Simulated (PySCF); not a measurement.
Radial density of Sr⁺ (strontium, charge +1)

M06, [Kr] 5p1, 2P determinant (an excited configuration). Computed with PySCF 2.14 in def2-TZVPPD with the def2 core potential (28 electrons), with scalar relativity through the core potential. This is the valence pseudo-density: the core potential removes the inner electrons and smooths the orbitals near the nucleus.

```
r (bohr)  4πr²ρ (e/bohr)  4πr²(ρα − ρβ)
  0.0852       2.132e-05         0.0000
   0.143       0.0001227         0.0000
   0.241        0.001290         0.0000
   0.405         0.03729         0.0001
   0.682           1.226         0.0079
    1.15           6.583         0.0421
    1.93           3.365        -0.0006
    3.24          0.3590         0.1855
    5.46          0.2101         0.2098
    9.18         0.01455         0.0146
    15.4       3.807e-05         0.0000
```

Energies and moments cover only the electrons outside the core potential.
